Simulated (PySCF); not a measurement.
# Spinor energies of Ru⁻ (ruthenium, charge -1)

Start: [Kr] 4d7 5s2; 4d3/2 filled at m_j = -3/2, -1/2, +1/2, +3/2; 4d5/2 filled at m_j = +1/2, +3/2, +5/2. Calculated with PySCF 2.14 in x2c-TZVPall-2c with one added diffuse shell each of s, p, d type (9s10p8d1f, 86 functions): generalised Hartree-Fock with the X2C-1e Hamiltonian and a Gaussian nucleus; one run each with spin-orbit coupling (SO) switched off, then screened by Boettger's factors.

```tsv
spinor shell	electrons	ε, spin-free (eV)	ε, screened SO (eV)	weight of nominal j (screened SO)	rms radius, screened SO (bohr)
1s1/2	2	-22230.0	-22228.5	1.000	0.0384
2s1/2	2	-3271.7	-3271.2	1.000	0.158
2p1/2	2	-2922.9	-3013.4	1.000	0.137
2p3/2	4	-2922.9	-2880.6	1.000	0.142
3s1/2	2	-606.30	-606.15	1.000	0.428
3p1/2	2	-488.63	-504.57	1.000	0.425
3p3/2	4	-488.63	-481.10	1.000	0.436
3d3/2	4	-299.55	-302.37	0.992	0.416
3d5/2	6	-299.55	-297.50	0.995	0.420
4s1/2	2	-88.769	-88.716	1.000	1.09
4p1/2	2	-53.440	-57.787	0.821	1.21
4p3/2	4	-53.440	-51.294	0.910	1.22
4d5/2	3	-5.877	-6.606	0.759	1.83
4d3/2	4	-5.877	-5.340	0.701	1.87
5s1/2	2	-0.731	-0.730	0.999	5.51
```

```json
{"quantity": "E (hartree)", "spin-free": "-4527.65910", "screened SO": "-4528.30797"}
{"quantity": "M_J", "spin-free": "9/2", "screened SO": "9/2"}
{"quantity": "⟨J²⟩", "spin-free": "24.937", "screened SO": "24.939"}
{"quantity": "⟨L²⟩", "spin-free": "12.007", "screened SO": "12.101"}
{"quantity": "⟨S²⟩", "spin-free": "3.930", "screened SO": "3.909"}
```

At GHF the highest occupied level has a positive energy, so only the finite basis holds that electron.

Each row is a mean over spinors that exchange with the open shell spreads, by up to 7.663 eV (4p3/2).

Rows whose weight is well below 1 are mixtures of j = l ± 1/2: exchange outweighs spin-orbit coupling there, and the label is only the starting occupation.

⟨J²⟩ departs a little from M_J(M_J + 1) because the unrestricted spinors polarise the closed shells.

Breit and QED terms are absent; they matter most for the inner s and p1/2 levels.

Densities and radii are taken from the X2C orbitals without a picture-change correction, which distorts them close to the nucleus.

Without spin-orbit coupling the j labels of p, d and f shells carry no meaning; the spin-free column gives the mean over the occupied spinors of each nl shell, and its ⟨J²⟩ belongs to a mixture of degenerate components.
